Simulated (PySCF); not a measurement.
Computed shifts of a molecule C3H8OSi2, PBE/pcSseg-1 run with PySCF, GIAO, gas phase, equivalent atoms averaged, in ppm (number of nuclei): ²⁹Si: -48.8 (1), -64.6 (1). ¹³C: 113.4 (1), 85.7 (1), 4.8 (1). ¹H: 5.53 (1), 5.26 (1), 4.32 (3), 2.20 (2), 0.77 (1). References: ¹⁷O against H2O (σ = 334.3 ppm); ²⁹Si against TMS (σ = 335.4 ppm); ¹³C against TMS (σ = 182.0 ppm); ¹H against TMS (σ = 31.49 ppm), references at their B3LYP-D3(BJ)/def2-TZVP geometries, non-relativistic. Geometry: B3LYP-D3(BJ)/def2-SVP. Other conformers were not sampled.

### Question
Identify the compound among the candidates.
A) CC1=C[Si@@H]([SiH3])O1
B) O[SiH2]C#CC[SiH3]
C) CC#C[SiH2]O[SiH3]
D) OC[SiH2]C#C[SiH3]

### Answer
B, O[SiH2]C#CC[SiH3]
